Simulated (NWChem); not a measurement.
A series in which one site is exchanged, each optimised at PBE0/def2-SVP with NWChem, gas phase unless a solvent is named. This build's default masses of Se (78.918 u) and Br (79.917 u) are each other's, which moves their modes by up to 0.6 %. Some are not confirmed as minima by frequencies. def2 effective core potentials on Cd, Te; no spin-orbit coupling.

A: [GeH3][Se]Br (GeH₃SeBr; site = Se)
B: Br[Te][GeH3] (GeH3TeBr; site = Te)
C: [Be]([Br])[GeH3] (BeGeH3Br; site = Be)
D: [GeH3][Cd][Br] (CdGeH3Br; site = Cd)

```csv
quantity,A,B,C,D
"dipole (D), PBE0/def2-SVP",1.89,2.14,…,2.45
"orbital gap (eV), PBE0/def2-SVP",4.24,3.67,…,6.67
"static polarisability, PBE/def2-SVPD (bohr³)",87.1,102.2,…,99.2
```

Q: Complete the blanks.

A: 
- dipole (D), PBE0/def2-SVP, C: 0.05
- orbital gap (eV), PBE0/def2-SVP, C: 7.00
- static polarisability, PBE/def2-SVPD (bohr³), C: 77.3
